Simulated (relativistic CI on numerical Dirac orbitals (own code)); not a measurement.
Forbidden transitions in Tm IX

Computed by Dirac-Coulomb-Breit CI, orbitals from a KLI potential per configuration, model QED (radiative potential, 1s self-energy scaled to tabulated hydrogen-like ionisation energies), unscaled Slater integrals (own radial code, finite nucleus).

CI space (outside the closed core [Kr] 4d10): 4f11.5s2.5p2, 4f13.5s2, 4f12.5s2.5p, 4f11.5p4, 4f13.5s.5p, 4f13.5p2, 4f12.5s2.5d, 4f12.5s.5p2, 4f12.5s2.6s, 4f12.5p3, 4f11.5s2.5p.6s, 4f12.5s2.5g, 4f12.5p2.6s. The list is cut by size and lacks configurations that can hold low levels.

| λ vac (nm) | Lower | Upper | Type | A (s⁻¹) | E lower (cm⁻¹) | E upper (cm⁻¹) |
| --- | --- | --- | --- | --- | --- | --- |
| 208.35 | 4f11.5s2.5p2 4I°_15/2 [1] | 4f11.5s2.5p2 6I°_17/2 [21] | M1 | 1.66e+03 | 0.0 | 47996.7 |
| 267.40 | 4f11.5s2.5p2 4I°_15/2 [1] | 4f11.5s2.5p2 2K°_15/2 [14] | M1 | 1.34e+02 | 0.0 | 37396.5 |
| 267.93 | 4f11.5s2.5p2 4I°_11/2 [3] | 4f11.5s2.5p2 4I°_9/2 [23] | M1 | 8.71e+01 | 14470.3 | 51793.3 |
| 276.43 | 4f11.5s2.5p2 6I°_13/2 [2] | 4f11.5s2.5p2 2K°_13/2 [18] | M1 | 3.58e+01 | 9420.6 | 45596.1 |
| 321.28 | 4f11.5s2.5p2 4I°_11/2 [3] | 4f11.5s2.5p2 2K°_13/2 [18] | M1 | 1.55e+01 | 14470.3 | 45596.1 |
| 332.38 | 4f11.5s2.5p2 4I°_9/2 [4] | 4f11.5s2.5p2 4H°_7/2 [20] | M1 | 4.35e+01 | 17401.0 | 47487.3 |
| 357.45 | 4f11.5s2.5p2 6I°_13/2 [2] | 4f11.5s2.5p2 2K°_15/2 [14] | M1 | 1.01e+01 | 9420.6 | 37396.5 |
| 364.43 | 4f11.5s2.5p2 6I°_13/2 [2] | 4f11.5s2.5p2 4G°_11/2 [12] | M1 | 8.02e+01 | 9420.6 | 36860.9 |
| 386.87 | 4f11.5s2.5p2 4F°_9/2 [5] | 4f11.5s2.5p2 4H°_7/2 [20] | M1 | 2.54e+01 | 21639.2 | 47487.3 |
| 390.06 | 4f11.5s2.5p2 4G°_11/2 [7] | 4f11.5s2.5p2 4I°_9/2 [23] | M1 | 3.74e+01 | 26156.0 | 51793.3 |
| 472.75 | 4f11.5s2.5p2 6G°_5/2 [9] | 4f11.5s2.5p2 4D°_7/2 [24] | M1 | 1.58e+01 | 31204.4 | 52357.4 |
| 499.43 | 4f11.5s2.5p2 4I°_11/2 [3] | 4f11.5s2.5p2 4F°_9/2 [11] | M1 | 4.48e+01 | 14470.3 | 34493.3 |
| 520.35 | 4f11.5s2.5p2 4F°_7/2 [8] | 4f11.5s2.5p2 4D°_5/2 [22] | M1 | 7.51e+01 | 29139.3 | 48357.0 |
| 545.02 | 4f11.5s2.5p2 4F°_7/2 [8] | 4f11.5s2.5p2 4H°_7/2 [20] | M1 | 2.13e+01 | 29139.3 | 47487.3 |
| 578.03 | 4f11.5s2.5p2 4F°_9/2 [11] | 4f11.5s2.5p2 4I°_9/2 [23] | M1 | 3.94e+01 | 34493.3 | 51793.3 |
| 597.54 | 4f11.5s2.5p2 6I°_13/2 [2] | 4f11.5s2.5p2 4G°_11/2 [7] | M1 | 6.72e+01 | 9420.6 | 26156.0 |
| 625.64 | 4f11.5s2.5p2 4F°_9/2 [5] | 4f11.5s2.5p2 4G°_9/2 [15] | M1 | 2.67e+01 | 21639.2 | 37622.7 |
| 669.68 | 4f11.5s2.5p2 4G°_11/2 [12] | 4f11.5s2.5p2 4I°_9/2 [23] | M1 | 5.41e+01 | 36860.9 | 51793.3 |
| 705.69 | 4f11.5s2.5p2 4G°_9/2 [15] | 4f11.5s2.5p2 4I°_9/2 [23] | M1 | 2.42e+01 | 37622.7 | 51793.3 |
| 752.76 | 4f11.5s2.5p2 6G°_5/2 [9] | 4f11.5s2.5p2 2D°_3/2 [17] | M1 | 3.44e+01 | 31204.4 | 44488.8 |
| 777.96 | 4f11.5s2.5p2 4F°_9/2 [5] | 4f11.5s2.5p2 4F°_9/2 [11] | M1 | 3.37e+01 | 21639.2 | 34493.3 |
| 799.84 | 4f11.5s2.5p2 4F°_3/2 [10] | 4f11.5s2.5p2 2D°_3/2 [17] | M1 | 3.43e+01 | 31986.3 | 44488.8 |
| 851.92 | 4f11.5s2.5p2 4I°_9/2 [4] | 4f11.5s2.5p2 4F°_7/2 [8] | M1 | 1.94e+01 | 17401.0 | 29139.3 |
| 855.75 | 4f11.5s2.5p2 4I°_11/2 [3] | 4f11.5s2.5p2 4G°_11/2 [7] | M1 | 9.17e+00 | 14470.3 | 26156.0 |
| 872.09 | 4f11.5s2.5p2 4G°_11/2 [7] | 4f11.5s2.5p2 4G°_9/2 [15] | M1 | 5.09e+01 | 26156.0 | 37622.7 |
| 934.16 | 4f11.5s2.5p2 4G°_11/2 [7] | 4f11.5s2.5p2 4G°_11/2 [12] | M1 | 1.30e+01 | 26156.0 | 36860.9 |
| 1013.7 | 4f11.5s2.5p2 4G°_9/2 [15] | 4f11.5s2.5p2 4H°_7/2 [20] | M1 | 2.52e+01 | 37622.7 | 47487.3 |
| 1061.5 | 4f11.5s2.5p2 4I°_15/2 [1] | 4f11.5s2.5p2 6I°_13/2 [2] | M1 | 3.95e+01 | 0.0 | 9420.6 |
| 1394.9 | 4f11.5s2.5p2 4I°_11/2 [3] | 4f11.5s2.5p2 4F°_9/2 [5] | M1 | 8.72e+00 | 14470.3 | 21639.2 |
| 1980.3 | 4f11.5s2.5p2 6I°_13/2 [2] | 4f11.5s2.5p2 4I°_11/2 [3] | M1 | 7.31e+00 | 9420.6 | 14470.3 |

Terms are leading LS components. Brackets give the number of a level in order of energy, since labels repeat. The list gives strong lines, with weight on those to low levels, among the lowest 200 of 2952 levels, so that lines to higher ones, which can be the strongest, are missing. Levels whose partners in the same complex of configurations lie outside the list can be far off, and so can their lines. Rates are taken at the computed energies, electric ones in the length gauge.

At this charge configurations can still be misplaced by up to about 7 % of their energy. Terms inside the open d or f shell come out 10 to 20 % too wide with unscaled integrals. Levels and lines within the n = 5 or 6 shells can be off by up to 10 % or somewhat more, and those that change n by about 2 %, since core polarisation is missing.

LS names give the leading component of a level, which can be under half, so a name can repeat, a term be missing and a line seem to break the LS rules.
